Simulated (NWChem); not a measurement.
System: SbI₂, doublet; SMILES [I][Sb][I]

Here is an NWChem input.

```
start job
memory heap 200 mb stack 900 mb global 1100 mb
geometry units angstroms noautoz
  Sb     0.000000     0.000000     1.166461
  I     -2.134143     0.000000    -0.560292
  I      2.134143     0.000000    -0.560292
end
basis spherical
  Sb library def2-svp
  I library def2-svp
end
ecp
  Sb library def2-ecp
  I library def2-ecp
end
dft
  odft
  mult 2
  xc xpbe96 cpbe96
  iterations 150
  mulliken
end
task dft energy
```

In the optimisation the excess spin sits in b2 (C2v, its own frame). All runs use the structure optimised with PBE-D3(BJ)/def2-SVP, spin-unrestricted. The spin multiplicity was typed, not searched, and may not be the lowest. No stability test was run on the SCF state. def2 effective core potentials on Sb, I; no spin-orbit coupling.

### Question
What results follow from this input? (PBE/def2-SVP with def2 effective core potentials on Sb, I, spin-unrestricted.) Quantities: energy (Ha); highest occupied level (eV); lowest empty minus highest occupied level, either spin (eV); dipole (D); <S²>.

### Answer
```yaml
energy (Ha): -835.70
highest occupied level (eV): -5.08
lowest empty minus highest occupied level, either spin (eV): 0.90
dipole (D): 1.64
"<S²>": 0.752
```
